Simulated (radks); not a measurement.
Valence configurations of O I (all share [He]). Method: non-relativistic Kohn-Sham, BLYP, spin-polarised, spherical densities, point nucleus; open shells are filled with parallel spins first; computed with a radial shooting solver on a logarithmic mesh with Libxc functionals. Energies are relative to 2s2 2p4; eigenvalues in eV for spin up.

valence,E (eV),moment (Bohr magnetons),e(2p),e(2s)
2s2 2p4,0.000,2,-10.170,-24.995
2s1.5 2p4.5,7.293,2,-10.491,-25.392
2s1 2p5,14.570,2,-10.801,-25.778
2s0.5 2p5.5,23.242,1,-10.388,-25.313
2p6,31.098,0,-9.805,-

NIST lists [He] 2s2 2p4 as the ground configuration; this level of theory agrees among the configurations tried. The energies are those of spherical high-spin densities, not of single terms.
